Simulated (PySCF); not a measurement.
# Structure from NMR data

An unknown has the formula C$_{5}$H$_{3}$ClO$_{2}$. Its calculated NMR data are:

1H NMR (300 MHz, computed): δ 7.78 (m, 1H), 7.77 (m, 1H), 6.93 (m, 1H).

13C{1H} NMR (computed): δ 164.1 (C), 154.5 (CH), 151.6 (C), 130.2 (CH), 120.9 (CH).

Method: PBE0/pcSseg-1 with gauge-including orbitals, GFN2-xTB geometry, in PySCF (gas phase, relativity neglected, one conformer).

Shifts are taken against calculated references (same method and geometry level): 1H (31.72 ppm), 13C (186.93 ppm) against TMS.

Q: What is the structure?

A: 
1. Rings plus π bonds: 4 (1 ring in the answer).
2. 5 carbon signals for 5 carbons: no two carbons are equivalent.
3. Carbon types of the structure: 2 × C, 3 × CH, which accounts for all hydrogens.
4. δC 164.1: carbonyl carbon.
5. δC 154.5: aromatic CH next to the ring oxygen.
6. δC 151.6: substituted aromatic carbon next to the ring oxygen.
7. δC 130.2, 120.9: aromatic CH.
8. δH 7.78, 6.93: hydrogen on an aromatic CH.
9. δH 7.77: hydrogen on an aromatic CH next to the ring oxygen; aromatic region.

These data were computed for SMILES O=C(Cl)c1ccco1.

This is the structure that produced the data.

Carbons that carry Cl, above all several Cl atoms, come out too deshielded, partly because spin–orbit coupling is missing. Shifts are as computed. Against solution values, carbons near 30 ppm lie about +3 ppm off and those near 130 ppm about +5 ppm; carbons on Cl a further +6 ppm. Of 1211 compounds with measured shifts, 218 miss one by over three times the rms of a fit or turn the order of signals round; such compounds aren't used in these exercises. Multiplicities follow the n + 1 count of equivalent neighbours, as no J values were calculated; m marks all less simple cases, F and P coupling included.
